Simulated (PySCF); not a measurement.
## Core binding energy against partial charge

Species: 1-acetylimidazole, C5H6N2O.
Bonds: C1–C2, C2–O3 (double), C2–N4, N4–C5 (aromatic), C5–C6 (aromatic), C6–N7 (aromatic), N7–C8 (aromatic), N4–C8 (aromatic). Hydrogens: H9, H10, H11 on C1; H12 on C5; H13 on C6; H14 on C8.

Binding energies: PySCF 2.14.0, delta-SCF UKS SCAN, pcX-2 on the ionised atom, pcseg-1 elsewhere, spin-free X2C. Charges: PBE0/pcSseg-1 ground-state density, for the ionised atom.

| atom | environment | C 1s (eV) | Mulliken (e) | IAO (e) | Hirshfeld (e) | ESP (e) |
| --- | --- | --- | --- | --- | --- | --- |
| C6 | aromatic CH next to a ring nitrogen | 291.12 | +0.010 | -0.079 | -0.031 | +0.265 |
| C5 | aromatic CH next to a ring nitrogen | 291.48 | +0.075 | -0.147 | -0.039 | -0.535 |
| C1 | methyl carbon next to a carbonyl | 291.79 | -0.298 | -0.474 | -0.114 | -0.539 |
| C8 | aromatic CH next to a ring nitrogen | 292.03 | +0.333 | +0.059 | +0.053 | +0.209 |
| C2 | amide carbonyl carbon | 294.60 | +0.428 | +0.460 | +0.209 | +0.617 |

Q: Give the correlation coefficient and slope of binding energy on charge for each scheme.

A: Hirshfeld: r = 0.88, slope 9.9 eV per e; IAO: r = 0.79, slope 3.2 eV per e; Mulliken: r = 0.65, slope 3.1 eV per e; ESP: r = 0.62, slope 1.6 eV per e. Hirshfeld charges have the highest r, on only 5 points.

Q: The point-charge model writes a binding energy as kq + V + constant, with V the potential of the other atoms' charges at the site. What does it give with the Mulliken charges?

A: V = Σ 14.40 eV Å × q/r over all other atoms: -1.36 eV at C6, -2.24 eV at C5, +6.33 eV at C1, -6.45 eV at C8, -7.99 eV at C2. Fitting binding energy − V to q gives k = 22.5 eV per e and leaves an rms residual of 0.63 eV, against 0.94 eV for the fit on q alone. The model has no term for differences in relaxation between sites.

The unrestricted hole states depart most from a pure doublet (⟨S²⟩ = 0.75; over 0.85 named) for C 1s of C2 (0.99), which makes this value less certain. Isolated species at its PBE0-D3(BJ)/def2-SVP geometry (one conformer only).

Shape of the structure used: `[CH3:1][C:2](=[O:3])[n:4]1[cH:5][cH:6][n:7][cH:8]1`: C1–C2–N4–C5 0°.
